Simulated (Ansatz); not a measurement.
```yaml
crystal:
  periodic: [false, false, false]
  atoms:
    - {symbol: Si, position_ang: [-1.059257, 0.058846, 1.111149]}
    - {symbol: Si, position_ang: [-1.446456, -2.042556, -0.121129]}
    - {symbol: Si, position_ang: [1.407987, 2.131888, -0.189716]}
    - {symbol: Si, position_ang: [1.030800, -0.157267, -0.222805]}
    - {symbol: N, position_ang: [2.329047, 0.751350, -0.718014]}
    - {symbol: N, position_ang: [-2.389725, -0.775311, 0.483101]}
    - {symbol: N, position_ang: [-0.012325, 1.209003, 0.290143]}
    - {symbol: N, position_ang: [0.162047, -1.440083, 0.343536]}
    - {symbol: O, position_ang: [-1.698019, -3.381025, -0.846154]}
    - {symbol: O, position_ang: [1.675902, 3.645157, -0.130102]}
basis:
  gaussian: {orbitals: def2-TZVPD, initial_orbitals: start.molden}
total_charge: -1
magnetization: {spin_polarized: true, initial_magnetization: 1}
hamiltonian: {xc: pbe0, dispersion: d4}
scf: {omitted_lower_state_checks: [starts]}
output: {orbitals: {seedname: orbitals}}
```

The file start.molden holds the orbitals of an earlier run on this structure, at another level or in another basis.

```sh
$ ansatz run in.yaml --threads 4 --pin off --events-out ev --progress --plain --max-ram 4787MiB
```

Does this run fit into the memory that it is given?

No. It has 400 basis functions, and Ansatz plans for 5.29 GiB where 4.67 GiB are given.
